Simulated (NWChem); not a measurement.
System: MgHSeCl; SMILES [Cl][Mg][SeH]

```xyz
4

Mg     0.0070    -0.7388     0.0000
Cl     0.0150    -2.9407     0.0000
Se     0.0324     1.6814     0.0000
H     -1.4414     1.6907     0.0000
```
Atoms are numbered in this order, from 1.

All runs: NWChem. Structure relaxed at the PBE0/def2-SVP level. Ions are spin-unrestricted doublets at the neutral geometry. Hybrids' shares of exact exchange are those that their runs print; pure functionals count as 0. The functionals differ in more than this share.

```
row                  share of exact exchange  ΔSCF ionisation energy minus −ε(HOMO) (eV)
-------------------  -----------------------  ------------------------------------------
PBE/def2-TZVP                           0.00                                        3.17
B3LYP/def2-TZVP                         0.20                                        2.53
PBE0/def2-TZVP                          0.25                                        2.27
BHandHLYP/def2-TZVP                     0.50                                        1.24
M06-2X/def2-TZVP                        0.54                                    withheld
```

**Question.** Fit a straight line of the last column on the one before it, predict the withheld value, and compare with the run.

**Answer.** 
1. Means of the 4 shown rows: x = 0.237, y = 2.302. Slope Σ(x − x̄)(y − ȳ)/Σ(x − x̄)² = -0.4939/0.1269 = -3.893; intercept 3.227.
2. The shown rows scatter about the line by 0.054 (root mean square); the largest residual is +0.08, at B3LYP/def2-TZVP.
3. At x = 0.54 (M06-2X/def2-TZVP; beyond the shown range) the line gives 1.12.
4. The run gives 1.18, +0.06 from the line, 1.1 times the scatter. The line crosses zero at a share of 0.83, outside the shown range.
